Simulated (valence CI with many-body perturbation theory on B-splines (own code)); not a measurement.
Energy levels of Au39+

Calculated by configuration interaction combined with many-body perturbation theory (CI+MBPT): four valence electrons over a frozen Dirac-Fock core [Kr], a basis of 9 s, 9 p, 10 d, 8 f, 5 g, 3 h, 1 i functions for each j, with the one-electron correlation potential Σ1, the two-electron term Σ2, the three-electron term Σ3, Breit, model QED; selected CI, second order for the rest (own B-spline code, finite nucleus).

No measured spectrum was set against this ion. As an estimate, large intervals hold to a few tenths of a per cent, small ones and those within an open d or f shell to about a per cent. Only levels of the ground parity were solved; by the run's estimate the other parity begins above the list, which can be wrong where configurations are misplaced.

Levels 1 to 34 of 34, with energies above the lowest level, (4d3/2^4) J=0. "Leading %" is the weight of the configuration and term that name the level; weights of strongly mixed levels are sums over their largest components and can fall short. In the jj column 3d3/2^4 stands for four electrons in 3d with j = 3/2. Lifetimes count E1, E2, E3, M1 and M2 decay at the calculated energies, and are blank where another channel may lead or the interval is too uncertain; long ones can be off by a factor of two.

| No. | Configuration | Term | J | E (cm⁻¹) | Leading % | Lifetime | g | Second component | Leading jj |
| --- | --- | --- | --- | --- | --- | --- | --- | --- | --- |
| 1 | 4d4 | 3P | 0 | 0 | 59 |  |  | 27 % 4d4 5D | 4d3/2^4 (98 %) |
| 2 | 4d4 | 5D | 1 | 176510 | 59 | 7.20 μs | 1.496 | 41 % 4d4 3P | 4d3/2^3 4d5/2 (98 %) |
| 3 | 4d4 | 3F | 4 | 220390 | 28 |  | 1.070 | 24 % 4d4 3H | 4d3/2^3 4d5/2 (98 %) |
| 4 | 4d4 | 5D | 2 | 225920 | 37 | 480 μs | 1.219 | 17 % 4d4 3D | 4d3/2^3 4d5/2 (93 %) |
| 5 | 4d4 | 3F | 3 | 237630 | 30 | 15.5 ms | 1.130 | 20 % 4d4 3G | 4d3/2^3 4d5/2 (95 %) |
| 6 | 4d4 | 5D | 0 | 384010 | 66 | 2.74 μs |  | 22 % 4d4 1S | 4d3/2^2 4d5/2^2 (98 %) |
| 7 | 4d4 | 5D | 2 | 387020 | 50 | 3.99 μs | 1.265 | 16 % 4d4 3F | 4d3/2^2 4d5/2^2 (94 %) |
| 8 | 4d4 | 3H | 4 | 395690 | 40 | 7.05 μs | 1.149 | 36 % 4d4 5D | 4d3/2^2 4d5/2^2 (98 %) |
| 9 | 4d4 | 5D | 3 | 399940 | 49 | 7.09 μs | 1.173 | 33 % 4d4 3G | 4d3/2^2 4d5/2^2 (93 %) |
| 10 | 4d4 | 3H | 5 | 416390 | 67 | 13.7 μs | 1.084 | 33 % 4d4 3G | 4d3/2^2 4d5/2^2 (100 %) |
| 11 | 4d4 | 1I | 6 | 428810 | 52 | 32.8 ms | 1.074 | 47 % 4d4 3H | 4d3/2^2 4d5/2^2 (99 %) |
| 12 | 4d4 | 3P | 1 | 429030 | 41 | 6.74 μs | 1.085 | 41 % 4d4 3D | 4d3/2^2 4d5/2^2 (96 %) |
| 13 | 4d4 | 3F | 3 | 441980 | 44 | 10.0 μs | 1.075 | 24 % 4d4 3D | 4d3/2^2 4d5/2^2 (97 %) |
| 14 | 4d4 | 3G | 4 | 444810 | 55 | 32.5 μs | 1.033 | 39 % 4d4 1G | 4d3/2^2 4d5/2^2 (98 %) |
| 15 | 4d4 | 3F | 2 | 448960 | 33 | 22.4 μs | 1.081 | 30 % 4d4 3D | 4d3/2^2 4d5/2^2 (97 %) |
| 16 | 4d4 | 3F | 2 | 491410 | 50 | 5.02 μs | 0.985 | 29 % 4d4 3P | 4d3/2^2 4d5/2^2 (96 %) |
| 17 | 4d4 | 3F | 4 | 506660 | 65 |  | 1.190 | 26 % 4d4 1G | 4d3/2^2 4d5/2^2 (96 %) |
| 18 | 4d4 | 1D | 2 | 546540 | 41 | 68.1 μs | 1.130 | 32 % 4d4 3P | 4d3/2^2 4d5/2^2 (94 %) |
| 19 | 4d4 | 3P | 0 | 596220 | 59 | 11.2 μs |  | 41 % 4d4 1S | 4d3/2^2 4d5/2^2 (80 %) |
| 20 | 4d4 | 5D | 4 | 605320 | 36 | 3.13 μs | 1.162 | 24 % 4d4 3H | 4d3/2 4d5/2^3 (95 %) |
| 21 | 4d4 | 3F | 3 | 608480 | 43 | 2.78 μs | 1.196 | 29 % 4d4 5D | 4d3/2 4d5/2^3 (97 %) |
| 22 | 4d4 | 3D | 1 | 625240 | 51 | 2.19 μs | 0.988 | 28 % 4d4 3P | 4d3/2 4d5/2^3 (97 %) |
| 23 | 4d4 | 3G | 5 | 630700 | 67 | 5.66 μs | 1.140 | 33 % 4d4 3H | 4d3/2 4d5/2^3 (100 %) |
| 24 | 4d4 | 3H | 6 | 634890 | 52 | 6.62 μs | 1.083 | 47 % 4d4 1I | 4d3/2 4d5/2^3 (99 %) |
| 25 | 4d4 | 3F | 2 | 656770 | 46 | 3.40 μs | 1.064 | 38 % 4d4 3P | 4d3/2 4d5/2^3 (95 %) |
| 26 | 4d4 | 3D | 3 | 663880 | 36 | 4.61 μs | 1.089 | 32 % 4d4 1F | 4d3/2 4d5/2^3 (98 %) |
| 27 | 4d4 | 1S | 0 | 690240 | 77 | 6.17 μs |  | 18 % 4d4 3P | 4d3/2 4d5/2^3 (76 %) |
| 28 | 4d4 | 3P | 1 | 710810 | 89 | 3.79 μs | 1.414 | 8 % 4d4 3D | 4d3/2 4d5/2^3 (98 %) |
| 29 | 4d4 | 3F | 3 | 711580 | 64 | 5.52 μs | 1.059 | 32 % 4d4 1F | 4d3/2 4d5/2^3 (99 %) |
| 30 | 4d4 | 1G | 4 | 716750 | 66 | 4.55 μs | 1.049 | 23 % 4d4 3F | 4d3/2 4d5/2^3 (97 %) |
| 31 | 4d4 | 1D | 2 | 727590 | 62 | 5.20 μs | 1.118 | 26 % 4d4 3P | 4d3/2 4d5/2^3 (89 %) |
| 32 | 4d4 | 3F | 4 | 846170 | 46 | 2.11 μs | 1.164 | 21 % 4d4 1G | 4d5/2^4 (98 %) |
| 33 | 4d4 | 1D | 2 | 879520 | 34 | 2.05 μs | 1.101 | 25 % 4d4 3D | 4d5/2^4 (94 %) |
| 34 | 4d4 | 3P | 0 | 964100 | 52 | 1.61 μs |  | 46 % 4d4 1S | 4d5/2^4 (91 %) |

The ionisation energy to 4d3 4F_3/2 of the next ion comes out as 1846.5 eV (NIST: 1845 ± 4 eV (theoretical)). All 34 levels together are meant to be complete up to 1002700 cm⁻¹.
